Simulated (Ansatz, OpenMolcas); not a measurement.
**A ladder of methods for GeSiH5Cl (SMILES [SiH3][GeH2][Cl])**

GeSiH5Cl: 8 atoms, total charge 0, spin state singlet. SMILES: `[SiH3][GeH2][Cl]`. The shape is that of a PBE0-D4/def2-TZVP optimisation.

```xyz
8

Si   -0.8636    0.8273   -0.3025
Ge    0.7383   -0.8820    0.1184
Cl    1.9631   -0.1837    1.7662
H    -1.7449    0.4162   -1.4273
H    -0.1498    2.0787   -0.6589
H    -1.6785    1.0356    0.9202
H     1.7031   -1.1352   -1.0512
H     0.1246   -2.2139    0.5792
```

Each level gives the energy change with the Ge2–H7 bond stretched from 1.537 to 2.306 Å (eV). The values are calculated.

| level | kind | program | value (eV) | CPU time (all runs) |
| --- | --- | --- | --- | --- |
| HF/def2-SVP (unrestricted) | Hartree–Fock | OpenMolcas | 2.22 | 26 s |
| BLYP/def2-SVP (restricted) | GGA | Ansatz | 1.63 | 5.8 s |
| r2SCAN/def2-SVP (restricted) | meta-GGA | OpenMolcas | 1.89 | 1.8 min |
| BHLYP/def2-SVP (restricted) | global hybrid | Ansatz | 2.08 | 8.4 s |
| PBE0/def2-SVP (restricted) | global hybrid | OpenMolcas | 1.94 | 82 s |
| CAM-B3LYP/def2-SVP (restricted) | range-separated hybrid | Ansatz | 2.00 | 8.2 s |
| PBE-QIDH/def2-SVP (restricted) | double hybrid | Ansatz | 2.12 | 9.6 s |
| RPA@PBE0/def2-SVP (restricted) | RPA | Ansatz | 1.98 | 13 s |
| BCCD(T)/def2-SVP (restricted) | coupled cluster or CI | Ansatz | 1.90 | 23 s |

All-electron rows without a relativistic Hamiltonian named are non-relativistic. The first shape isn't each level's own minimum. The values span 1.63 to 2.22 eV. In the correlated wave-function rows the outer d shell of Ge is correlated, in sets not made for it. Times are those of the runs behind each value, whatever else they computed, on shared processors of several kinds: orders of magnitude only.
